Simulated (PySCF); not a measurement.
The dipole of GeMeH3, `[CH3][GeH3]` from its density and from atomic charges.

Coordinates (PBE0-D3(BJ)/def2-SVP, Å) and charges (e) from the PBE0/pcSseg-1 (pcSseg-2 on Ge) density (PySCF):

| atom | x | y | z | Mulliken | IAO | Hirshfeld | ESP-fitted |
| --- | --- | --- | --- | --- | --- | --- | --- |
| Ge1 | -0.002 | 0.003 | -0.918 | +0.0501 | +0.4879 | +0.3063 | +0.4011 |
| C2 | 0.002 | -0.004 | 1.034 | -0.4011 | -0.6687 | -0.2028 | -0.3791 |
| H3 | -1.027 | 0.041 | 1.420 | +0.1378 | +0.1533 | +0.0434 | +0.1013 |
| H4 | 0.557 | 0.863 | 1.420 | +0.1379 | +0.1533 | +0.0433 | +0.1022 |
| H5 | 0.477 | -0.920 | 1.414 | +0.1379 | +0.1533 | +0.0434 | +0.1004 |
| H6 | 1.442 | -0.025 | -1.458 | -0.0209 | -0.0931 | -0.0779 | -0.1079 |
| H7 | -0.698 | 1.271 | -1.451 | -0.0209 | -0.0930 | -0.0779 | -0.1100 |
| H8 | -0.751 | -1.230 | -1.460 | -0.0209 | -0.0930 | -0.0779 | -0.1080 |

Compute μ = Σ q r for each scheme (1 e·Å = 4.803 D) and compare with the dipole of the full density.

The full density gives (0.00, 0.00, 0.72) D, 0.72 D in size; dipole vectors point from the negative to the positive end.

```tsv
scheme	μx	μy	μz	size (D)	share of the full size (%)	angle to the full dipole (°)
Mulliken	0.00	0.00	1.04	1.04	144	0
IAO	0.00	0.00	-0.39	0.39	54	180
Hirshfeld	0.00	0.00	0.16	0.16	22	0
ESP-fitted	0.01	-0.01	0.70	0.70	97	1
```

Which set comes closest?

Length of the difference vector: ESP-fitted 0.03 D, Mulliken 0.32 D, Hirshfeld 0.56 D, IAO 1.11 D. Closest: ESP-fitted. The schemes that divide the density aren't constrained to reproduce the dipole.

What is left for the Hirshfeld atoms' own dipoles?

The Hirshfeld atoms' densities add up to the full density, so μ = Σ q r + Σ (atomic dipoles). The atomic dipoles sum to (0.00, 0.00, 0.72) − (0.00, 0.00, 0.16) = (0.00, 0.00, 0.56) D, 0.56 D in size.

With the origin at the mean of the coordinates, (0.000, 0.000, 0.000) Å, which are the largest single terms, by size, of the IAO dipole along the direction of the full one?

C2 -3.32, Ge1 -2.15, H3 +1.04, H4 +1.04, H5 +1.04 D; all 8 atoms together -0.39 D. The single terms depend on the origin, their sum doesn't.

Give the size of the full dipole in other units.

0.72 D = 0.284 au = 0.150 e·Å = 2.40 × 10⁻³⁰ C·m.

Geometry: PBE0-D3(BJ)/def2-SVP; no solvent, vibrations or thermal averaging. The calculation is non-relativistic, for germanium too.
